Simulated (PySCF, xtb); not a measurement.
Se(Cl)(OMe) (CH3ClOSe), SMILES CO[Se]Cl. Atoms are numbered in the order given.

```xyz
7

Se    -0.0118    -0.2906     0.6905
Cl    -1.2549     1.2533    -0.2526
O      1.3859    -0.3185    -0.4025
C      1.1937    -0.9347    -1.6615
H      0.4886    -0.3547    -2.2797
H      2.1773    -0.9445    -2.1529
H      0.8208    -1.9678    -1.5624
```

Geometry optimised at PBE0-D3(BJ)/def2-SVP. One conformer was computed; it need not be the lowest.

Level of theory: C-PCM-ωB97X/def2-SVP (PySCF 2.14.0).

The values are the electrostatic part of the solvation free energy, E(continuum) − E(gas) at the gas-phase geometry, in a cavity of scaled van der Waals radii (PySCF's table); cavitation and dispersion terms are not included. In vacuum the orbital gap is 9.30 eV. The dipole moment in vacuum is 1.91 D.

Computed values in water (ε = 78.36), acetonitrile (ε = 35.69), dimethylsulfoxide (ε = 46.83):
```csv
solvent,ε,ΔG(elec) (kcal/mol),dipole (D),gap (eV)
water,78.36,-3.3,2.42,9.36
acetonitrile,35.69,-3.3,2.41,9.36
dimethylsulfoxide,46.83,-3.3,2.41,9.36
```

For comparison, GFN2-xTB/ALPB(water) (xtb, at the GFN2-xTB geometry, all terms of that model) gives -0.6 kcal/mol.
